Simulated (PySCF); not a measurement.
Mapped SMILES: `[CH3:1][NH:2][B:3]([OH:4])[OH:5]`. Hydrogens are named by the atom that carries them.

Geometry: PBE0-D3(BJ)/def2-SVP; GIAO absolute shieldings from PySCF 2.14, gas phase, non-relativistic, averaged over equivalent atoms.

At BP86/pcSseg-2 (264 basis functions, 61 s wall time on 1 thread of an Arm Neoverse N1, shared host):
| atoms | σ (ppm) |
| --- | --- |
| C1 | 148.3 |
| N2 | 203.0 |
| B3 | 74.9 |
| O4/O5 | 246.1 |
| H(C1) | 28.42 |
| H(O4)/H(O5) | 29.16 |
| H(N2) | 30.17 |

Question: Predict the values at HF/pcSseg-2 on the same geometry.

Answer: 
```tsv
atoms	σ at HF/pcSseg-2	change
C1	164.0	+15.7
N2	225.7	+22.7
B3	92.1	+17.2
O4/O5	271.0	+24.9
H(C1)	29.08	+0.66
H(O4)/H(O5)	29.19	+0.03
H(N2)	30.75	+0.58
```

The largest change is at O4/O5 (oxygen bonded to B, H). Cost: 264 basis functions, 27 s wall time on 1 thread of an Arm Neoverse N1, shared host.
